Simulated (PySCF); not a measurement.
## How methods differ on the excitation energy of Si

Si [Ne] 3s2 3p2 (3P) → Si [Ne] 3s2 3p1 4s1 (3P), as a difference of total energies. Calculation: PySCF 2.14, in aug-cc-pV(T+d)Z; no relativity, point nucleus. Correlated levels: valence: [Ne] frozen. The calculations carry no spin-orbit coupling.

| method | excitation energy (cm⁻¹) |
| --- | --- |
| UHF | 39316 |
| MP2 (valence) | 40829 |
| SCS-MP2 (valence) | 40546 |
| CCSD (valence) | 40847 |
| CCSD(T) (valence) | 40951 |

The promoted electron is Rydberg-like, and one or two diffuse shells describe it only roughly, which tends to raise the upper state.
